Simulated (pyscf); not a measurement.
A first-order saddle from PySCF, ωB97X-D3(BJ)/def2-SVP:

```
Si
C 1 1.7845
H 2 1.0989 1 117.38
H 2 1.1041 3 112.67 1 179.30
H 1 1.5685 2 64.20 3 -63.47
C 1 1.9052 5 112.10 2 97.62
H 6 1.1006 1 112.05 5 124.71
H 6 1.1030 7 107.71 1 121.32
H 6 1.1031 7 108.14 8 116.58
```
Charge 0, spin multiplicity 1.

Surface: singlet, charge 0. Lowest wavenumbers (cm⁻¹): 1145i, 74, 235, 463, 659.

Task: Which two sides does it connect, and which bonds change?

Result: H₃C–Si:–CH₃ [singlet] ⇌ H₂C=SiH–CH₃, a hydrogen shift read from left to right: C–H broken and H–Si formed. At CCSD(T)/def2-TZVPP + ΔMP2(QZVPP) it lies +38.2 kcal/mol from the left side and +40.3 kcal/mol from the right (each side as separated species at their lowest minima found). H₃C–Si:–CH₃ [singlet] lies 7.4 kcal/mol over its isomer H₂C=CH–SiH₃, and others may lie lower still (electronic energy, ωB97M-D3(BJ)). H₂C=SiH–CH₃ lies 7.5 kcal/mol over its isomer H₂C=CH–SiH₃, and others may lie lower still (electronic energy, ωB97M-D3(BJ)). One saddle was located; it need not be the lowest between these sides. The CCSD(T) − MP2 part came from Ansatz, without density fitting, on the same reference.
